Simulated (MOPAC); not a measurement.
MOPAC input (AM1):

```
AM1 FORCE THERMO(298,298) PRECISE LET UHF MS=0.5 GEO-OK AUX(PRECISION=9) THREADS=1
CH4BO2

C     1.38984093 1   -0.66168945 1    0.01149708 1
B     0.02273084 1    0.00459017 1    0.00608034 1
O    -1.14165795 1   -0.54836889 1   -0.42688608 1
O    -0.12859625 1    1.26399590 1    0.45876575 1
H     2.24137642 1   -0.10424520 1    0.38664674 1
H     1.49364740 1   -1.67647307 1   -0.35670966 1
H    -0.94307708 1   -1.43578115 1   -0.72836375 1
H    -1.05888828 1    1.49882970 1    0.37152387 1
```

Output:

```
 *******************************************************************************
 **                                                                           **
 **                              MOPAC v23.2.5                                **
 **                                                                           **
 *******************************************************************************
 ** MOPAC's Digital Object Identifier: https://doi.org/10.5281/zenodo.6511958 **
 **                                                                           **
 ** Please cite the open-source release paper for use of this MOPAC version:  **
 ** J. E. Moussa and J. J. P. Stewart (2026)                                  **
 ** MOPAC: An open-source semiempirical molecular orbital program             **
 ** J. Open Source Softw., 11(119), 8025, https://doi.org/10.21105/joss.08025 **
 *******************************************************************************

                              AM1 CALCULATION RESULTS

 *******************************************************************************
 *  AM1        - The AM1 Hamiltonian to be used
 *  GEO-OK     - OVERRIDE INTERATOMIC DISTANCE AND OTHER SAFETY CHECKS
 *  UHF        - UNRESTRICTED HARTREE-FOCK CALCULATION
 *  MS=        - IN MECI, MAGNETIC COMPONENT OF SPIN =  0.5
 *  LET        - OVERRIDE SOME SAFETY CHECKS
 *  PRECISE    - TIGHTER CRITERIA TO BE USED
 *  FORCE      - FORCE CALCULATION SPECIFIED
 *  AUX        - OUTPUT AUXILIARY INFORMATION
 *  THERMO     - THERMODYNAMIC QUANTITIES TO BE CALCULATED
 *******************************************************************************
AM1 FORCE THERMO(298,298) PRECISE LET UHF MS=0.5 GEO-OK AUX(PRECISION=9) THREADS=1
 CH4BO2

   ATOM   CHEMICAL          X               Y               Z
  NUMBER   SYMBOL      (ANGSTROMS)     (ANGSTROMS)     (ANGSTROMS)

     1       C          1.38984093  *  -0.66168945  *   0.01149708  *
     2       B          0.02273084  *   0.00459017  *   0.00608034  *
     3       O         -1.14165795  *  -0.54836889  *  -0.42688608  *
     4       O         -0.12859625  *   1.26399590  *   0.45876575  *
     5       H          2.24137642  *  -0.10424520  *   0.38664674  *
     6       H          1.49364740  *  -1.67647307  *  -0.35670966  *
     7       H         -0.94307708  *  -1.43578115  *  -0.72836375  *
     8       H         -1.05888828  *   1.49882970  *   0.37152387  *

          CARTESIAN COORDINATES

    NO.       ATOM           X           Y           Z

     1         C          1.3898     -0.6617      0.0115
     2         B          0.0227      0.0046      0.0061
     3         O         -1.1417     -0.5484     -0.4269
     4         O         -0.1286      1.2640      0.4588
     5         H          2.2414     -0.1042      0.3866
     6         H          1.4936     -1.6765     -0.3567
     7         H         -0.9431     -1.4358     -0.7284
     8         H         -1.0589      1.4988      0.3715

  H: (AM1): M.J.S. DEWAR ET AL, J. AM. CHEM. SOC. 107 3902-3909 (1985)
  B: (AM1): M.J.S. DEWAR ET AL, ORGANOMETALLICS, 7, 513-521 (1988)
  C: (AM1): M.J.S. DEWAR ET AL, J. AM. CHEM. SOC. 107 3902-3909 (1985)
  O: (AM1): M.J.S. DEWAR ET AL, J. AM. CHEM. SOC. 107 3902-3909 (1985)

           Empirical Formula: C H4 O2 B  =     8 atoms
[...]
 EFFECTIVE MASS     10.2487
 FORCE CONSTANT      6.6327

 VIBRATION         14    9A'         ATOM PAIR     ENERGY CONTRIBUTION    RADIAL
 FREQUENCY          1744.55         C 1 -- B 2         +36.8% ( 85.4%)     99.8%
 TRANSITION DIPOLE   2.2243         B 2 -- O 3         +25.9% ( 71.6%)     42.9%
 TRAVEL (Ang.)       0.0895         B 2 -- O 4         +25.1% ( 70.5%)     40.5%
 REDUCED MASS        4.8236         C 1 -- H 5          +4.0% ( 28.1%)     10.5%
 EFFECTIVE MASS     10.1244
 FORCE CONSTANT      8.6495

 VIBRATION         15   10A'         ATOM PAIR     ENERGY CONTRIBUTION    RADIAL
 FREQUENCY          3242.37         C 1 -- H 6         +71.5% ( 83.7%)     98.7%
 TRANSITION DIPOLE   0.2113         C 1 -- H 5         +27.9% ( 52.3%)     91.0%
 TRAVEL (Ang.)       0.1920         C 1 -- B 2          +0.6% (  7.8%)     89.0%
 REDUCED MASS        0.5641
 EFFECTIVE MASS      1.2468
 FORCE CONSTANT      3.4941

 VIBRATION         16   11A'         ATOM PAIR     ENERGY CONTRIBUTION    RADIAL
 FREQUENCY          3248.67         C 1 -- H 5         +69.7% ( 85.6%)     99.1%
 TRANSITION DIPOLE   0.3046         C 1 -- H 6         +29.0% ( 55.3%)     95.0%
 TRAVEL (Ang.)       0.1837         C 1 -- B 2          +1.2% ( 11.4%)      1.7%
 REDUCED MASS        0.6149
 EFFECTIVE MASS      1.6005
 FORCE CONSTANT      3.8235

 VIBRATION         17   12A'         ATOM PAIR     ENERGY CONTRIBUTION    RADIAL
 FREQUENCY          3482.30         O 4 -- H 8         +99.6% (100.0%)     99.9%
 TRANSITION DIPOLE   0.7593         B 2 -- O 4          +0.4% (  6.2%)      5.5%
 TRAVEL (Ang.)       0.1430
 REDUCED MASS        0.9476
 EFFECTIVE MASS      1.3775
 FORCE CONSTANT      6.7702

 VIBRATION         18   13A'         ATOM PAIR     ENERGY CONTRIBUTION    RADIAL
 FREQUENCY          3532.68         O 3 -- H 7         +99.6% (100.0%)     99.9%
 TRANSITION DIPOLE   0.6968         B 2 -- O 3          +0.4% (  6.4%)      6.4%
 TRAVEL (Ang.)       0.1419
 REDUCED MASS        0.9475
 EFFECTIVE MASS      1.3862
 FORCE CONSTANT      6.9670

      SYMMETRY NUMBER FOR POINT-GROUP Cs  =  1

          SYSTEM IS A GROUND STATE

 CH4BO2

          MOLECULE IS NOT LINEAR

          THERE ARE 18 GENUINE VIBRATIONS IN THIS SYSTEM
          THIS THERMODYNAMICS CALCULATION IS LIMITED TO
          MOLECULES WHICH HAVE NO INTERNAL ROTATIONS

                    CALCULATED THERMODYNAMIC PROPERTIES
                                          *
   TEMP. (K)   PARTITION FUNCTION   H.O.F.    ENTHALPY  HEAT CAPACITY ENTROPY
                                   KCAL/MOL   CAL/MOLE    CAL/K/MOL  CAL/K/MOL

 298.00  VIB.     0.1859D+02                  1478.1198    10.6688    10.7675
         ROT.     0.4007D+05                   888.2803     2.9808    24.0421
         INT.     0.7448D+06                  2366.4001    13.6496    34.8096
         TRA.     0.4365D+27                  1480.4672     4.9680    38.1355
         TOT.                     -138.099    3846.8673    18.6176    72.9451

   *: NOTE: HEATS OF FORMATION ARE RELATIVE TO THE
            ELEMENTS IN THEIR STANDARD STATE AT 298K
              (=  Standard Enthalpy of Formation).

            Hvib:  Zero-point energy is not included.
                   frequencies of less than zero cm-1 are not included.
            Hrot = (3/2)RT
            Htra = (3/2)RT + pV = (5/2)RT

            Heat capacity is Cp, not Cv

          For more information, see: HTTP://OpenMOPAC.net/Manual/thermochemistry.html

           FORCE CONSTANT IN CARTESIAN COORDINATES (Millidynes/A)

    ATOM   CHEMICAL       X               Y               Z
   NUMBER   SYMBOL  FORCE CONSTANT  FORCE CONSTANT  FORCE CONSTANT

      1       C       10.804935        9.366004        1.031357
      2       B       13.237652       10.611501        1.732371
      3       O        6.672973        9.780147        0.376737
      4       O        8.945604        7.854896        0.439015
      5       H        1.831241        4.618455        0.118479
      6       H        1.891442        4.553532        0.101186
      7       H        2.776084        5.112485        0.127597
      8       H        6.642372        1.195864        0.176924

 **********************
 *                    *
 * JOB ENDED NORMALLY *
 *                    *
 **********************

 == MOPAC DONE ==
```
